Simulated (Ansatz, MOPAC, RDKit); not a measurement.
System: 1,1-difluoroethane, C₂H₄F₂, net charge 0, singlet state. SMILES: CC(F)F

Atoms: C1, C2, F3, F4, H5, H6, H7, H8. Bonds: C1-C2, C1-H5, C1-H6, C1-H7, C2-F3, C2-F4, C2-H8.

Bond lengths (Å) and angles (degrees) optimised at MMFF94 with RDKit; PM7 with MOPAC; MNDO with MOPAC; HF/3-21G with Ansatz (a quantum-chemistry and plane-wave program), each started from the B3LYP-D3(BJ)/def2-TZVP structure (Ansatz) of the last column. A row stands for all coordinates that are equal there; 7 of 12 kinds are shown. No wavenumbers were computed at MMFF94, MNDO, so these may be saddle points.

```json
[
 {"coordinate": "C1-C2", "MMFF94": "1.508", "PM7": "1.523", "MNDO": "1.569", "HF/3-21G": "1.501", "B3LYP-D3(BJ)/def2-TZVP": "1.502"},
 {"coordinate": "C1-H5", "MMFF94": "1.094", "PM7": "1.098 to 1.101", "MNDO": "1.107", "HF/3-21G": "1.081", "B3LYP-D3(BJ)/def2-TZVP": "1.090"},
 {"coordinate": "C2-F3", "MMFF94": "1.355", "PM7": "1.348", "MNDO": "1.357", "HF/3-21G": "1.379", "B3LYP-D3(BJ)/def2-TZVP": "1.372"},
 {"coordinate": "C2-H8", "MMFF94": "1.093", "PM7": "1.131", "MNDO": "1.135", "HF/3-21G": "1.073", "B3LYP-D3(BJ)/def2-TZVP": "1.093"},
 {"coordinate": "C1-C2-F3", "MMFF94": "109.5", "PM7": "110.5", "MNDO": "112.4", "HF/3-21G": "109.6", "B3LYP-D3(BJ)/def2-TZVP": "110.3"},
 {"coordinate": "F3-C2-F4", "MMFF94": "106.9", "PM7": "101.7", "MNDO": "105.5", "HF/3-21G": "107.5", "B3LYP-D3(BJ)/def2-TZVP": "106.9"},
 {"coordinate": "C2-C1-H5", "MMFF94": "110.8", "PM7": "111.3", "MNDO": "109.6", "HF/3-21G": "110.0", "B3LYP-D3(BJ)/def2-TZVP": "109.8"}
]
```

A range marks coordinates that this level makes unequal.

Mean signed difference of all 7 bond lengths from B3LYP-D3(BJ)/def2-TZVP: MMFF94 -0.002 Å, PM7 0.006 Å, MNDO 0.019 Å, HF/3-21G -0.005 Å.
